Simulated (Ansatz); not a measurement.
**Interaction energy ladder**

The pair of CO (SMILES [C-]#[O+], atoms 1–2) and H₂ (SMILES [H][H], atoms 3–4), both closed shells, in one local arrangement (a lower one may exist), relaxed at PBE0-D4/def2-TZVP:

| atom | x (Å) | y (Å) | z (Å) |
| --- | --- | --- | --- |
| C1 | 0.1059 | 0.1148 | -1.4587 |
| O2 | 0.2729 | 0.1032 | -2.5693 |
| H3 | -0.2082 | -0.1475 | 2.3848 |
| H4 | -0.1706 | -0.0705 | 1.6432 |

Ansatz 0.2.0; basis: def2-TZVPPD, with def2-QZVPPD for the basis limit; cores frozen in the correlated methods. B3LYP uses VWN-RPA correlation. Extrapolation: Hartree–Fock as exp(−7.88 √X), correlation as X^−2.97. Interaction energies count from these two fragments, frozen as in the pair, with the counterpoise correction; negative means bound.

What is the interaction energy by CCSD(T) at an estimated basis limit (MP2 extrapolated from triple and quadruple zeta, plus CCSD(T) − MP2 in triple zeta)? (An estimate is asked for; the value comes from the calculation.)

Computed: -0.24 kcal/mol. Hartree–Fock alone gives 0.10 kcal/mol at the basis limit, so without correlation the pair would not bind at this distance. It counts from the two fragments frozen as in the pair.

The same quantity by other methods in triple zeta, and each one's difference from that estimate:
```json
{"method": "PBE-D4", "E_int (kcal/mol)": "-0.39", "difference": "-0.15"}
{"method": "revPBE-D4", "E_int (kcal/mol)": "-0.19", "difference": "0.05"}
{"method": "BLYP-D4", "E_int (kcal/mol)": "-0.04", "difference": "0.20"}
{"method": "r2SCAN-D4", "E_int (kcal/mol)": "0.05", "difference": "0.28"}
{"method": "B97M-V", "E_int (kcal/mol)": "-0.27", "difference": "-0.03"}
{"method": "PBE0-D4", "E_int (kcal/mol)": "-0.31", "difference": "-0.08"}
{"method": "B3LYP-D4", "E_int (kcal/mol)": "-0.13", "difference": "0.11"}
{"method": "HSE06-D4", "E_int (kcal/mol)": "-0.33", "difference": "-0.09"}
{"method": "wB97X-V", "E_int (kcal/mol)": "-0.24", "difference": "-0.01"}
{"method": "wB97M-V", "E_int (kcal/mol)": "-0.19", "difference": "0.05"}
{"method": "B2PLYP", "E_int (kcal/mol)": "-0.07", "difference": "0.17"}
{"method": "HF", "E_int (kcal/mol)": "0.10", "difference": "0.34"}
{"method": "MP2", "E_int (kcal/mol)": "-0.21", "difference": "0.03"}
{"method": "CCSD", "E_int (kcal/mol)": "-0.16", "difference": "0.07"}
{"method": "CCSD(T)", "E_int (kcal/mol)": "-0.21", "difference": "0.03"}
```
Differences are method less estimate.

Which atoms make the shortest contact between the fragments?

C1 and H4, 3.12 Å apart.

Basis-set superposition shift (counterpoise-corrected less uncorrected): CCSD(T) 0.10; MP2 0.10; HF 0.01; PBE0-D4 0.02; wB97M-V 0.03 kcal/mol.

T1 diagnostic: at most 0.019.

For scale, one of the runs: CCSD(T)/def2-TZVPPD, 111 basis functions, launched by `ansatz run in.yaml --threads 2 --pin off --events-out ev --progress --plain --max-ram 5222MiB`. The run took about 1.5 s on 2 CPU threads (shared host).
